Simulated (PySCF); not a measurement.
The same groups moved round the core (thiophene mercapto+boryl). Isolated molecules, 0 K electronic values unless said otherwise. One relaxed conformer stands for each flexible species; it need not be the lowest. Strings in code marks are SMILES.

The four lowest singlet excitations (Tamm–Dancoff). Level of theory: PySCF 2.14.0 with PBE-D3(BJ)/def2-TZVP // PBE0-D4/def2-SVP. Excitations are Tamm–Dancoff values on a coarser integration grid. The basis has no diffuse functions, so Rydberg states are missing or too high.

| state | energy (eV) | wavelength (nm) | oscillator strength |
|---|---|---|---|
| S1 | 3.05 | 407 | 0.017 |
| S2 | 4.40 | 282 | 0.017 |
| S3 | 4.83 | 257 | 0.147 |
| S4 | 4.89 | 253 | 0.139 |

Question: Which member gives these states?
A. `Bc1ccc(S)s1`
B. `Bc1cc(S)cs1`
C. `Bc1sccc1S`
D. `Bc1cscc1S`

Answer: B, `Bc1cc(S)cs1`
